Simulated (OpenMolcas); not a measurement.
## Pd3+: moving or changing the point charges

Pd3+ among 4 point charges of -2.5 e arranged as a tetrahedron (Td), 1.89 Å from the ion.

```json
{"Program": "OpenMolcas 26.06", "Method": "SS-CASPT2, IPEA 0.25 Eh, imaginary shift 0.1 Eh (closed shells correlated: 4s 4p)", "Basis": "ANO-RCC-VDZP [6s5p3d1f]", "Scalar Hamiltonian": "DKH2, point nucleus", "Active space": "7 electrons in 5 orbitals (4d)", "State averaging": "2S+1 = 4 even, 10 roots; 2S+1 = 2 even, 40 roots", "Spin-orbit coupling": "state interaction with AMFI integrals over the reference wave functions"}
```

Runs around this geometry, states (labels of Td). Energies in cm-1 above the lowest state or level, χT in cm3 K/mol.

```
R (Å)  q (e)  Ground state  First state of that spin  First gap with spin-orbit (degeneracies)  χT at 300 K  First state of another spin
 1.89  -1.25           4A2                  4T2 2580                               1930 (4, 4)        4.149                     2E 16020
 1.76   -2.5           4A2                  4T2 4800                               4050 (4, 4)        3.452                     2E 16410
 1.89   -2.5           4A2                  4T2 4170                               3380 (4, 4)        3.639                     2E 16370
 1.97   -2.5           4A2                  4T2 3250                               2680 (4, 4)        3.885                     2E 16280
```

Taking the first state of the same spin as R^-n, n = -ln(3250 / 4800) / ln(1.97 / 1.76) = 3.5 between the shortest and longest distance.

Scaling the charges by -1.25 / -2.5 = 0.50 scales the first state of the same spin by 2580 / 4170 = 0.62; with fixed orbitals a first-order splitting would follow the charge.

Roots that are degenerate in the reference are averaged as groups; the widest CASPT2 spread within a group is 310 cm-1 (the 3-fold group of multiplicity 4 near 3250 cm-1 above the lowest state of its run, R = 1.97, q = -2.5). Shifts and gaps below about the spread of the groups concerned are not significant. Free-ion shares, where given, are those of the reference states; single-state CASPT2 does not remix them. Spin-orbit coupling mixes the spin-free states strongly: the lowest level takes only 69 % from its leading state, 4A2 (holds for R = 1.89, q = -1.25). The ground term spreads over less than 5000 cm-1, several times less than with real ligands, so orbital moments are less quenched and χT lies further from the spin-only value than at real sites (holds for R = 1.89, q = -1.25). This is an electrostatic model: the charges have no orbitals. No measured value stands beside these numbers.
